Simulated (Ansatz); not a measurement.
Cost and result for the atomization energy of C$_{2}$H$_{5}$FGeO (`O[C]1(F)[CH2][GeH2]1`) (10 atoms, 10 bonds).

Cartesian coordinates in Å:
```
O -1.446 1.025 0.430
C -0.722 0.020 -0.139
F -1.518 -0.834 -0.860
C 0.512 0.466 -0.860
Ge 0.918 -0.713 0.668
H -1.988 0.656 1.135
H 0.645 0.041 -1.849
H 0.745 1.522 -0.783
H 1.483 -0.053 1.920
H 1.371 -2.130 0.340
```

The species carries charge 0 and has multiplicity 1. Correlated methods include outer-core shells of Ge, which these sets cover unevenly. Scalar relativity is left out up to krypton. The geometry is a stationary point of PBE0-D4/def2-TZVP. It is one conformer, not always the lowest. Program: Ansatz. All runs use 4 threads of an Arm Neoverse V1 on a shared host. Times are those of one run each, without the atoms' runs, and a repeat can differ threefold. Electronic energies, without spin–orbit coupling; frozen cores. CCSD(T)/CBS adds CCSD(T) − MP2 in def2-TZVPP to the MP2 limit, and its time is that of the two runs behind it. T1 = 0.012. With those shells the extrapolation isn't a true limit. B3LYP takes the VWN-RPA correlation (the form of Gaussian; ORCA's B3LYP/G).

CCSD(T)/CBS is a level of theory with its own doubt, some kJ/mol a heavy atom from the limit and from the frozen cores, so smaller differences don't rank the functionals.

```tsv
level	functions	wall time
PBE-D4/def2-TZVPP (with forces)	242	2.7 s
PBE0-D4/def2-TZVPP	242	3.4 s
r2SCAN-D4/def2-TZVPP (with forces)	242	4.9 s
B3LYP-D4/def2-TZVPP (with forces)	242	5.5 s
B2PLYP/def2-TZVPP	242	6.5 s
ωB97X-V/def2-TZVPP	242	8.5 s
ωB97M-V/def2-TZVPP (with forces)	242	13 s
MP2/def2-QZVPP	467	29 s
CCSD(T)/def2-TZVPP	242	4.1 min
CCSD(T)/CBS(def2)	–	4.6 min
```

Question: What atomization energy does each give, and how far from CCSD(T)/CBS? (An estimate is asked.)

Answer: Computed: 
```csv
level,atomization (kJ/mol),difference from CCSD(T)/CBS,per bond
PBE-D4/def2-TZVPP (with forces),3640.0,97.5,9.8
PBE0-D4/def2-TZVPP,3542.4,-0.1,0.0
r2SCAN-D4/def2-TZVPP (with forces),3555.9,13.4,1.3
B3LYP-D4/def2-TZVPP (with forces),3509.1,-33.4,-3.3
B2PLYP/def2-TZVPP,3482.1,-60.4,-6.0
ωB97X-V/def2-TZVPP,3545.5,3.0,0.3
ωB97M-V/def2-TZVPP (with forces),3531.9,-10.6,-1.1
MP2/def2-QZVPP,3581.7,39.2,3.9
CCSD(T)/def2-TZVPP,3447.0,-95.5,-9.5
CCSD(T)/CBS(def2),3542.5,0.0,0.0
```

In def2-TZVPP, CCSD(T) changes the Hartree–Fock value by +1044.2 kJ/mol (the triples alone add +69.5 kJ/mol) and MP2 by +1123.1 kJ/mol; breaking electron pairs costs correlation energy, which Hartree–Fock lacks. From PBE to PBE0 (25 % exact exchange), in def2-TZVPP and without D4, the atomization energy moves by −94.5 kJ/mol: exact exchange takes away binding that semilocal exchange gives to molecules. The D4 term adds +30.5 kJ/mol with B3LYP and +15.7 kJ/mol with PBE0; it sums over pairs of atoms, weighted by their polarisabilities, and B3LYP, whose exchange is more repulsive, gets the larger term.
